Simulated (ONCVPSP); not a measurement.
## An all-electron radial function and its pseudo partner (manganese)

Columns: radius, all-electron u(r) and pseudo u(r) of the 3d shell (level -41.20 eV) of manganese in the configuration [Ne] 3s2 3p6 3d4; PBE, scalar-relativistic, ONCV scheme, ONCVPSP 4.0.1.

```json
{"r (bohr)": "0.065", "all-electron": "0.0231", "pseudo": "0.0069"}
{"r (bohr)": "0.130", "all-electron": "0.1153", "pseudo": "0.0504"}
{"r (bohr)": "0.195", "all-electron": "0.2556", "pseudo": "0.1508"}
{"r (bohr)": "0.260", "all-electron": "0.4108", "pseudo": "0.3041"}
{"r (bohr)": "0.325", "all-electron": "0.5578", "pseudo": "0.4852"}
{"r (bohr)": "0.390", "all-electron": "0.6843", "pseudo": "0.6605"}
{"r (bohr)": "0.455", "all-electron": "0.7857", "pseudo": "0.8025"}
{"r (bohr)": "0.520", "all-electron": "0.8621", "pseudo": "0.8985"}
{"r (bohr)": "0.585", "all-electron": "0.9146", "pseudo": "0.9508"}
{"r (bohr)": "0.650", "all-electron": "0.9458", "pseudo": "0.9709"}
{"r (bohr)": "0.715", "all-electron": "0.9592", "pseudo": "0.9716"}
{"r (bohr)": "0.780", "all-electron": "0.9579", "pseudo": "0.9621"}
{"r (bohr)": "0.845", "all-electron": "0.9455", "pseudo": "0.9462"}
{"r (bohr)": "0.910", "all-electron": "0.9243", "pseudo": "0.9243"}
{"r (bohr)": "0.975", "all-electron": "0.8969", "pseudo": "0.8968"}
{"r (bohr)": "1.040", "all-electron": "0.8650", "pseudo": "0.8649"}
{"r (bohr)": "1.105", "all-electron": "0.8299", "pseudo": "0.8298"}
{"r (bohr)": "1.170", "all-electron": "0.7930", "pseudo": "0.7929"}
{"r (bohr)": "1.235", "all-electron": "0.7549", "pseudo": "0.7549"}
{"r (bohr)": "1.300", "all-electron": "0.7165", "pseudo": "0.7165"}
{"r (bohr)": "1.365", "all-electron": "0.6783", "pseudo": "0.6782"}
{"r (bohr)": "1.430", "all-electron": "0.6406", "pseudo": "0.6405"}
{"r (bohr)": "1.495", "all-electron": "0.6038", "pseudo": "0.6037"}
{"r (bohr)": "1.560", "all-electron": "0.5680", "pseudo": "0.5680"}
{"r (bohr)": "1.625", "all-electron": "0.5335", "pseudo": "0.5335"}
{"r (bohr)": "1.690", "all-electron": "0.5004", "pseudo": "0.5003"}
```

(1) How many radial nodes do the two functions have?

(2) At about which radius was the pseudo-wave matched?

(3) Is the pseudo-wave norm-conserving?

## Answers

(1) The all-electron 3d function has n − l − 1 = 0; the pseudo-wave has 0.

(2) 1.00 bohr. The columns agree to 0.0005 from 0.91 bohr on; several derivatives are matched, so the curves merge somewhat inside the radius.

(3) Yes: the ONCV scheme keeps the norm inside the radius equal to the all-electron one, which fixes the energy derivative of the logarithmic derivative at the level.
